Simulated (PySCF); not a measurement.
A structure optimised at B3LYP-D3(BJ)/def2-SVP, used in a PySCF frequency run:

```xyz
6

Cd     0.0000     0.0000     1.0868
I      0.0000     0.0000    -1.5511
C      0.0000     0.0000     3.2157
H     -0.8976    -0.5182     3.5818
H      0.0000     1.0364     3.5818
H      0.8976    -0.5182     3.5818
```

Q: Write its SMILES, formula and point group.

A: [CH3][Cd][I], CH₃CdI, C3v

Q: What are its rotational constants (standard atomic weights)?

A: 155.59, 0.84201, 0.84201 GHz
